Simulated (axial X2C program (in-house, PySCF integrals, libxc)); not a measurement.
How long does HBr⁺ take?

A bond scan computed with an axial X2C code built on PySCF integrals. Basis: Br dyall-cv3z [8s9p6d4f1g], H dyall-v3z [6s2p1d] (cores contracted in-house).

The run was started with this input:
```json
{"zs": [35, 1], "q": 1, "bas": ["dyall-cv3z", "dyall-v3z"], "levels": ["PBE0", "HF", "B3LYP"], "cc": true, "r0": 1.46, "thr": -2.0, "nmax": 90, "npts": 10, "nst": 2, "ntry": 6}
```
```bash
python so2c.py task.json out
```

Keys: zs atomic numbers; q charge; bas basis sets; levels methods; cc coupled cluster on or off; r0 starting distance in Å; thr threshold in hartree for freezing inner shells (an s shell follows its p shell); nmax most natural virtual spinors; npts points on the curve; nst determinants followed; ntry starts of the search. HF also brings MP2.

Hardware: 1 thread of Arm Neoverse V1, on a shared host.

Wall time of one point of each curve, integrals apart:

```
Hamiltonian                               level  points  seconds a point
  spin-free                                PBE0      10             0.25
  spin-free                                  HF      10             0.12
  spin-free  CCSD(T) (7 electrons, 70 virtuals)       7              0.9
  spin-free                               B3LYP      10             0.28
         2c                                PBE0      10             0.31
         2c                                  HF      10             0.18
         2c  CCSD(T) (7 electrons, 70 virtuals)       7                1
         2c                               B3LYP      10             0.34
```

The rest:

Search with its distance optimisation 5.3 s, atoms 8.8 s, whole task 44 s. Coupled cluster runs on the points near the minimum only. The program drops outer points, and coupled cluster, when its time limit (not in the input) nears; MP2, further determinants and curves that did not converge are not in the table.
